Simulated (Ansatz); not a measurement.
Reaction (redistribution): `[Cl][GeH]([Cl])[Cl]` + `FB(Cl)Br` → `[Cl][Ge]([Cl])([Cl])[Cl]` + `FBBr`

Calculated with Ansatz (gas phase, PBE0-D4/def2-TZVP geometries, no zero-point term in ΔE). CBS: MP2 limit from def2 TZ/QZ plus the TZ coupled-cluster correction, frozen cores. DFT in def2-TZVPP. B3LYP here is the variant with VWN-RPA as its local correlation; programs differ in this. HSE06 is defined as in plane-wave codes. For Br, Ge outer-core shells are correlated without core-valence functions, which leaves a few kJ/mol of doubt a bond. Scalar relativity is left out up to krypton.

```csv
level,ΔE (kJ/mol),difference from CCSD(T)/CBS
LDA (SPW92),28.0,14.3
PBE-D4,17.7,4.0
revPBE-D4,15.9,2.2
BLYP-D4,11.6,-2.1
r2SCAN-D4,17.1,3.4
B97M-V,20.6,6.9
PBE0-D4,16.2,2.5
B3LYP-D4,11.6,-2.1
r2SCANh-D4,16.7,3.0
r2SCAN0-D4,16.0,2.3
HSE06-D4,16.0,2.3
BHLYP-D4,8.8,-4.9
CAM-B3LYP-D4,14.4,0.7
ωB97X-V,13.9,0.2
ωB97M-V,14.7,1.0
B2PLYP,13.5,-0.2
PBE-QIDH,15.0,1.3
revPBE,18.7,5.0
BLYP,16.0,2.3
r2SCAN,17.8,4.1
PBE0,18.5,4.8
B3LYP,15.5,1.8
r2SCAN0,16.8,3.1
HSE06,18.3,4.6
BHLYP,13.0,-0.7
CAM-B3LYP,17.0,3.3
LC-ωPBE,19.8,6.1
RPA@PBE/def2-TZVPP,11.9,-1.8
MP2/def2-SVP,25.0,11.3
CCSD/def2-SVP,24.7,11.0
CCSD(T)/def2-SVP,25.2,11.5
HF/def2-TZVPP,7.0,-6.7
MP2/def2-TZVPP,11.9,-1.8
SCS-MP2/def2-TZVPP,10.6,-3.1
CCSD/def2-TZVPP,12.8,-0.9
CCSD(T)/def2-TZVPP,13.0,-0.7
MP2/def2-QZVPP,12.5,-1.2
SCS-MP2/def2-QZVPP,11.2,-2.5
HF/CBS(def2),7.5,-6.2
MP2/CBS(def2),12.6,-1.1
CCSD(T)/CBS,13.7,0
```

Largest T1 diagnostic among the species: 0.011.

In def2-TZVPP, CCSD(T) changes the Hartree–Fock value by +5.9 kJ/mol (the triples alone add +0.2 kJ/mol) and MP2 by +4.9 kJ/mol. The D4 term adds −3.9 kJ/mol with B3LYP and −2.3 kJ/mol with PBE0; it sums over pairs of atoms, weighted by their polarisabilities, and B3LYP, whose exchange is more repulsive, gets the larger term. At CCSD(T), def2-SVP lies +11.5 kJ/mol from the extrapolated value and def2-TZVPP −0.7 kJ/mol.
